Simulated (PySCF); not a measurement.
## Computed properties of Si(F)2(Me)(OH) (CH₄F₂OSi), SMILES C[Si](O)(F)F

Si(F)2(Me)(OH) (CH₄F₂OSi), SMILES O[Si](C)(F)F. Coordinates come from a ωB97X-D3(BJ)/def2-SVP optimisation. One conformer was computed; it need not be the lowest. All values are computed for the isolated molecule unless a solvent is named; none is compared with measurement here.

**Structure.** The optimised structure has Cs symmetry. All 21 harmonic modes at ωB97X-D3(BJ)/def2-SVP (PySCF) are real, so it is a minimum. With heavy atoms numbered as in [CH3:1][Si:2]([OH:3])([F:4])[F:5], the shortest bond between them is Si2–F4 at 1.620 Å and the longest C1–Si2 at 1.837 Å.

**Vibrations.** The strongest infrared lines (harmonic, unscaled, degenerate partners summed) lie at 996 cm⁻¹ (224 km/mol, Si 49 %, O 34 %, F 9 %), 963 cm⁻¹ (218 km/mol, Si 50 %, F 43 %), 920 cm⁻¹ (212 km/mol, Si 43 %, F 24 %, H 21 %). The softest mode is at 104 cm⁻¹ and the zero-point energy is 36.2 kcal/mol.

**Electronic structure.** CAM-B3LYP/def2-TZVP (PySCF) places the frontier levels at -11.56 and 1.37 eV, a gap of 12.93 eV, and gives a dipole moment of 1.20 D and a mean polarisability of 36.8 bohr³. PBE/def2-TZVP (PySCF) at the same geometry gives -8.15 and -0.28 eV, so its gap is 5.06 eV narrower. An orbital gap is neither the optical nor the fundamental gap.

**Excitations.** TDDFT-CAM-B3LYP/def2-SVPD (PySCF) has S1 at 8.62 eV (144 nm, f = 0.030, weak); the most intense of the 10 singlets computed lies at 9.54 eV (f = 0.13). T1 (TDA) is at 8.19 eV. TDDFT-PBE/def2-SVPD (PySCF) puts S1 at 7.68 eV. No vertical singlet excitation falls in the visible range (under 3.1 eV).

**NMR.** GIAO shifts at PBE0/pcSseg-1 (PySCF) (non-relativistic, atoms alike by connectivity averaged): ¹³C at -6.1 ppm against TMS; ¹H from 0.6 to 2.6 ppm against TMS; ²⁹Si at -33.7 ppm against TMS; ¹⁹F at -145.2 ppm against CFCl3.

**Solvation.** SMD-PBE0/def2-SVP (PySCF) gives -4.4 kcal/mol in water, -5.3 kcal/mol in acetonitrile, -4.4 kcal/mol in tetrahydrofuran (1 M in both phases, gas-phase geometry); of these solvents acetonitrile holds the molecule best.
